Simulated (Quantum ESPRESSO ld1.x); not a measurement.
All-electron atom: W I in [Xe] 4f14 5d4 6s2.

Calculated with ld1.x of Quantum ESPRESSO 7.5: scalar-relativistic Kohn-Sham, LDA (Slater exchange, Perdew-Wang correlation), spin-polarised, spherical densities, point nucleus, Perdew-Zunger self-interaction correction; open shells are filled with parallel spins first.

Energy parts (hartree):
part                      energy
total                 -16152.320
kinetic                17798.764
electron-nucleus      -39930.021
Hartree                 6311.677
exchange-correlation    -332.740

Orbitals (lengths in bohr, moments of r in powers of bohr; <r^-3> diverges for s and p1/2; r(max) is where P^2 peaks):
orbital  occ.  eigenvalue (hartree)      <r>  <r^-3>   <1/r>  r(max)
1s up       1            -2573.4795  0.01834       -   87.11   0.011
1s down     1            -2573.4794  0.01834       -   87.11   0.011
2s up       1             -444.8020  0.07762       -   20.35   0.066
2s down     1             -444.7962  0.07762       -   20.35   0.066
2p up       3             -390.7732  0.06939   19790   18.46   0.054
2p down     3             -390.7685  0.06939   19790   18.46   0.054
3s up       1             -102.9744   0.2013       -   7.533   0.185
3s down     1             -102.9720   0.2013       -   7.533   0.185
3p up       3              -86.6953   0.2015    4401   6.958   0.183
3p down     3              -86.6928   0.2015    4401   6.958   0.183
3d up       5              -68.2595   0.1823   567.4   6.581   0.149
3d down     5              -68.2554   0.1823   567.4   6.581   0.149
4s up       1              -21.5638   0.4503       -   3.204   0.421
4s down     1              -21.5582   0.4503       -   3.203   0.421
4p up       3              -16.1731   0.4789    1025   2.909   0.442
4p down     3              -16.1676   0.4789    1025   2.910   0.442
4d up       5               -9.3671   0.5123   112.7   2.589   0.453
4d down     5               -9.3604   0.5121   112.7   2.589   0.453
5s up       1               -3.2170    1.072       -   1.250   0.961
5s down     1               -3.1660    1.066       -   1.258   0.961
5p up       3               -1.8657    1.258   146.8   1.047    1.09
4f up       7               -1.8066   0.6052   19.22   2.090   0.428
5p down     3               -1.7999    1.250   150.1   1.056    1.09
4f down     7               -1.7958   0.6015   19.34   2.097   0.428
5d up       4               -0.3620    2.028   6.843  0.6510    1.50
6s up       1               -0.3338    3.111       -  0.4094    2.61
6s down     1               -0.2797    3.321       -  0.3823    2.72
5d down     0               -0.2789    2.138   6.520  0.6307    1.50

The highest occupied level is 6s down at -7.611 eV. Spin moment in Bohr magnetons: 4. The density falls to 0.001 e/bohr^3 at r = 4.78 bohr.
